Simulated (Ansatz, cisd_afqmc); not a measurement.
Species: Sn, charge 1, doublet.

Total energies in def2-TZVPPD, 3 correlated electrons, 9 frozen orbitals. Radicals and triplets start from unrestricted determinants; spin-orbit coupling is neglected. Correlated methods leave the cores frozen (noble-gas shells, and filled d and f shells in the p block). Past Kr the def2 sets carry scalar-relativistic core potentials. AFQMC/CISD: phaseless, guided by CISD from CCSD amplitudes; bars are statistical, one sigma. Outlying blocks are dropped, and bars are widened where a walk drifts. Over all cases where full CI ran beside it in this data, AFQMC minus full CI had a median of +0.1 mEh and passed +0.4 mEh in a tenth of the cases. Spin-orbit terms, left out, reach several kcal/mol for Br and I, and more for heavier atoms.

```json
[
 {"method": "HF", "program": "Ansatz", "energy (Eh)": "-213.08819", "minus CCSDT (mEh)": "45.02"},
 {"method": "MP2", "program": "Ansatz", "energy (Eh)": "-213.12056", "minus CCSDT (mEh)": "12.65"},
 {"method": "CCSD", "program": "Ansatz", "energy (Eh)": "-213.13233", "minus CCSDT (mEh)": "0.88"},
 {"method": "CCSD(T)", "program": "Ansatz", "energy (Eh)": "-213.13299", "minus CCSDT (mEh)": "0.22"},
 {"method": "CCSDT", "program": "Ansatz", "energy (Eh)": "-213.13321", "minus CCSDT (mEh)": "0.00"},
 {"method": "AFQMC/CISD", "program": "cisd_afqmc", "energy (Eh)": "-213.1332 ± 0.0001", "minus CCSDT (mEh)": "0.0 ± 0.1"}
]
```

Ansatz is an electronic-structure program.
